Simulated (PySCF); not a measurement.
Fill in the blanks.

C₅H₉F₃N (charge +1).
InChI=1S/C5H8F3N/c6-5(7,8)4-2-1-3-9-4/h4,9H,1-3H2/p+1/t4-/m0/s1

```json
{"property": "point group of the GFN2-xTB geometry", "level": "GFN2-xTB", "value": "C1"}
{"property": "rotational constants A, B, C of the GFN2-xTB geometry", "level": "GFN2-xTB", "value": "2.953, 1.231, 1.092 GHz"}
{"property": "HOMO energy", "level": "PBE0/def2-SVPD", "value": "-14.54 eV"}
{"property": "LUMO energy", "level": "PBE0/def2-SVPD", "value": "-4.58 eV"}
{"property": "lowest singlet excitation", "level": "TDDFT PBE0/def2-SVPD", "value": "?"}
{"property": "strongest line among the 6 lowest singlet transitions", "level": "TDDFT PBE0/def2-SVPD", "value": "?"}
{"property": "lowest triplet excitation (Tamm–Dancoff)", "level": "TDA PBE0/def2-SVPD", "value": "8.71 eV"}
{"property": "static isotropic polarisability", "level": "PBE0/def2-SVPD", "value": "61.7 au"}
{"property": "electronic spatial extent ⟨r²⟩ about the centre of nuclear charge", "level": "PBE0/def2-SVPD", "value": "1109 bohr²"}
{"property": "13C chemical shifts (computed TMS as zero) by class", "level": "GIAO PBE0/pcSseg-1", "value": "?"}
{"property": "1H chemical shifts (computed TMS as zero) by class", "level": "GIAO PBE0/pcSseg-1", "value": "5.52 (1 H), 5.23 (1 H), 4.41 (1 H), 4.18 (1 H), 3.55 (1 H), 2.96 (1 H), 2.87 (1 H), 2.79 (1 H), 2.44 (1 H) ppm"}
{"property": "isotropic shieldings of nuclei other than C and H, by class", "level": "GIAO PBE0/pcSseg-1", "value": "189 (1 N), 261 (3 F) ppm"}
```

The electronic properties come from PySCF, for the isolated species, density fitting. One conformer (not necessarily the lowest) at the GFN2-xTB geometry, without solvent or vibrations. NMR classes are plain means over equivalent atoms (diastereotopic ones count apart unless rotation or inversion swaps them), as if these changed places fast; in this geometry the members of some classes differ.

(1) The 13C chemical shifts (computed TMS as zero) by class?

(2) What is the strongest line among the 6 lowest singlet transitions?

(3) What is the lowest singlet excitation?

Results:

(1) 131.7 (1 C), 67.7 (1 C), 55.1 (1 C), 28.9 (1 C), 28.8 (1 C) ppm.

(2) S4 at 9.63 eV (129 nm, f = 0.029).

(3) 8.85 eV (140 nm, f = 0.001).

The rotational constants make it an asymmetric top with κ = (2B − A − C)/(A − C) = -0.85, nearer the prolate limit (−1). The vertical singlet–triplet gap S1 − T1 is 0.14 eV (TDDFT singlet less Tamm–Dancoff triplet; S1: HOMO→LUMO, weight 0.98; T1: HOMO→LUMO, weight 0.95). With B = h/(8π²I), that is 505.379 GHz u Å² over I, the principal moments of inertia are 171.1, 410.4 and 462.9 u Å² (most abundant isotopes); the inertial defect Ic − Ia − Ib is -118.6 u Å² (zero for a rigid planar frame, negative otherwise). No computed singlet falls in the visible range (750 to 380 nm, 1.65 to 3.26 eV); S1 lies 5.59 eV above its blue end.
